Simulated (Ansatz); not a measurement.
Species: C3H9BN, charge 0, multiplicity 2. It need not be the lowest isomer of its formula. SMILES: C[N]B(C)C
Structure (B3LYP-D3(BJ)/def2-TZVP (Ansatz, a quantum-chemistry and plane-wave program) minimum search):
```
B
N 1 1.3513
C 2 1.3970 1 158.98
H 3 1.0954 2 112.54 1 118.13
H 3 1.0954 4 109.09 2 -125.65
H 3 1.1024 4 106.82 5 -115.11
C 1 1.5911 2 121.89 3 -180.00
H 7 1.0899 1 113.60 2 0.00
H 7 1.0941 8 108.28 1 122.48
H 7 1.0941 8 108.28 9 115.03
C 1 1.6032 2 118.68 3 0.00
H 11 1.0904 1 114.19 2 0.00
H 11 1.0938 12 108.28 1 -122.23
H 11 1.0938 12 108.28 13 -115.55
```
Charge 0, spin multiplicity 2.

Computed values are from Ansatz. Valence correlation only, unless marked. UHF or UKS for open shells. No spin-orbit coupling. No relativistic terms. CBS(X,Y): correlation extrapolated as X^-3; Hartree-Fock from the larger set.

- atomisation energy De = 1277.1 kcal/mol at CCSD(T)/CBS(cc-pVTZ,cc-pVQZ)
- total energy = -199.0353 Eh at CCSD(T)/CBS(cc-pVTZ,cc-pVQZ)
- dipole moment = 1.59 D at CCSD(T)/aug-cc-pVDZ
- T1 diagnostic = 0.018 at CCSD/cc-pVQZ
